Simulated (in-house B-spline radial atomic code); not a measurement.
Configurations of Pt7+, with energies counted from [Xe] 4f14 (5d3/2)3. Method: Dirac-Hartree-Fock, average of each configuration as written, Fermi nucleus of rms radius 5.427 fm. Calculated with a B-spline radial code for spherical atoms. Energies include first-order Breit, QED and recoil terms.

Occupations are held fixed; configurations that lie above the ionisation limit could autoionise.

| configuration | E - E(ref) (eV) | highest orbital | its <r> (bohr) |
| --- | --- | --- | --- |
| [Xe] 4f14 (5d3/2)2 (5d5/2)1 | 2.4295 | 5d5/2 | 1.317 |
| [Xe] 4f14 (5d3/2)2 (6f7/2)1 | 72.377 | 6f7/2 | 3.8 |
| [Xe] 4f14 (5d3/2)2 (7f5/2)1 | 83.311 | 7f5/2 | 5.811 |
| [Xe] (4f5/2)5 (4f7/2)8 (5d3/2)3 (6d5/2)1 | 138.03 | 6d5/2 | 2.754 |
| [Kr] 4d10 4f14 5s2 (5p1/2)1 (5p3/2)4 (5d3/2)1 (5d5/2)2 (8f7/2)1 | 165.41 | 8f7/2 | 8.216 |
| [Xe] (4f5/2)5 (4f7/2)8 (5d5/2)3 (9p3/2)1 | 178.45 | 9p3/2 | 7.988 |

(1) Order these further configurations by energy, lowest first.
A. [Xe] 4f14 (5d3/2)1 (5d5/2)1 (6g7/2)1
B. [Xe] (4f5/2)6 (4f7/2)7 (5d3/2)3 (6f5/2)1
C. [Xe] (4f5/2)5 (4f7/2)8 (5d3/2)3 (7f7/2)1
D. [Xe] 4f14 (5d3/2)1 (5d5/2)2
E. [Xe] (4f5/2)6 (4f7/2)7 (5d3/2)2 (5d5/2)1 8s1

(2) How far above the reference does [Xe] (4f5/2)6 (4f7/2)7 (5d3/2)1 (5d5/2)2 (7g7/2)1 lie?

Answers

(1) D (4.5225 eV), A (86.069 eV), B (151.29 eV), E (159.19 eV), C (167.06 eV).

(2) 175.46 eV; its least bound orbital is 7g7/2 with <r> = 7.702 bohr.
